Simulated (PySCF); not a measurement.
Compound: C7H6N2S.
InChI=1S/C7H6N2S/c8-3-5-4-10-6-1-2-9-7(5)6/h1-4,8-9H/b8-3-

Level of theory: TDDFT wB97X-D/def2-SVPD, vertical, gas phase, core orbitals frozen in the response in PySCF. Geometry: PBE0-D3(BJ)/def2-SVP, one conformer, isolated molecule. Torsions of this conformer, `[H]/[N:1]=[CH:2]\[c:3]1[cH:4][s:5][c:6]2[cH:7][cH:8][nH:9][c:10]12`: N1–C2–C3–C4 0°.

Q: What does the calculation give for the low-lying excited states?

A: 

```tsv
state	E (eV)	λ (nm)	f	|μ| (D)	symmetry	main configurations (H = HOMO, L = LUMO)
S1	4.42	280.8	0.089	2.31	A′	H→L (94%)
S2	4.79	258.7	0.194	3.27	A′	H-1→L (92%)
S3	4.82	257.1	0.0034	0.43	A″	H-2→L (88%), H-2→L+2 (8%)
S4	5.77	215.0	0.0001	0.06	–	H→L+1 (75%)
S5	5.97	207.6	0.365	4.01	A′	H→L+2 (84%), H-3→L (8%)
S6	5.99	206.8	0.0000	0.02	–	H-1→L+1 (59%), H-1→L+3 (10%)
```

The lowest singlet comes at 281 nm (426 kJ/mol) in the ultraviolet; it is of moderate strength; its leading configuration is HOMO→LUMO (94%). The strongest level in the table is S5 at 5.97 eV (208 nm, f = 0.365). Löwdin shares by element: HOMO carbon 60% or more (atoms not listed hold the other 40%); LUMO carbon 52% or more, nitrogen 18% or more (atoms not listed hold the other 30%). Weighted by f, the mean energy of these states is 5.40 eV. The oscillator strengths of these states sum to 0.651; summed over the whole spectrum of an exact calculation they would give the number of electrons, 78 (Thomas–Reiche–Kuhn). The listed states span 1.58 eV, and the widest gap between neighbours is 0.94 eV (S3 to S4). Symmetry labels in Cs follow from the direction of the transition dipole and are given only for states with f of 0.002 or more. Singlets were solved by full linear response.

Rough CPU time on one thread of a shared machine: about 2.9 min.
